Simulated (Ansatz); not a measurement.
Isolated molecules relaxed with PBE0-D4/def2-TZVP in Ansatz; ΔE leaves out vibrations. CCSD(T)/CBS adds triple-zeta CCSD(T) − MP2 to the extrapolated MP2 energy (def2 sets, frozen cores). Functionals use def2-TZVPP. B3LYP here is the variant with VWN-RPA as its local correlation; programs differ in this. HSE06 is defined as in plane-wave codes. For Br outer-core shells are correlated without core-valence functions, which leaves a few kJ/mol of doubt a bond. Scalar relativity is left out up to krypton.

Consider the formal exchange of groups at a B–Br bond: `BBr` + `F[SiH](F)[SiH3]` → `B[Si](F)(F)[SiH3]` + HBr.

Question: Is it downhill or uphill in electronic energy at CCSD(T)/CBS, and by how much? (Best estimate.)

Answer: The calculation gave: Uphill: ΔE = +28.4 kcal/mol.

Question: What do these levels give: PBE0-D4, B3LYP-D4, r2SCAN0-D4, BLYP, B3LYP, r2SCANh, r2SCAN0, HSE06, MP2/def2-SVP, MP2/def2-QZVPP, HF/CBS(def2), MP2/CBS(def2)? (An estimate is asked.)

Answer: Computed: PBE0-D4 26.7, B3LYP-D4 27.0, r2SCAN0-D4 28.1, BLYP 27.6, B3LYP 27.9, r2SCANh 28.1, r2SCAN0 28.3, HSE06 27.3, MP2/def2-SVP 30.2, MP2/def2-QZVPP 30.6, HF/CBS(def2) 29.1, MP2/CBS(def2) 30.7 kcal/mol.

Question: What do rigid-rotor, harmonic-oscillator terms from PBE0-D4/def2-TZVP frequencies (298.15 K, 1 bar) make of the CCSD(T)/CBS value? (An estimate is asked.)

Answer: Computed: ΔZPE = -1.9 kcal/mol, ΔH = +27.4 kcal/mol, ΔS = -1 J/(mol·K), ΔG = +27.5 kcal/mol.

Largest T1 diagnostic among the species: 0.013.

Leaving LDA and LC-ωPBE aside and taking each functional with its dispersion term where it has one, the values, not all of them listed here, spread over 3.1 kcal/mol, from revPBE-D4 to B2PLYP. From BLYP to BHLYP (50 % exact exchange), in def2-TZVPP and without D4, ΔE moves by +0.8 kcal/mol.
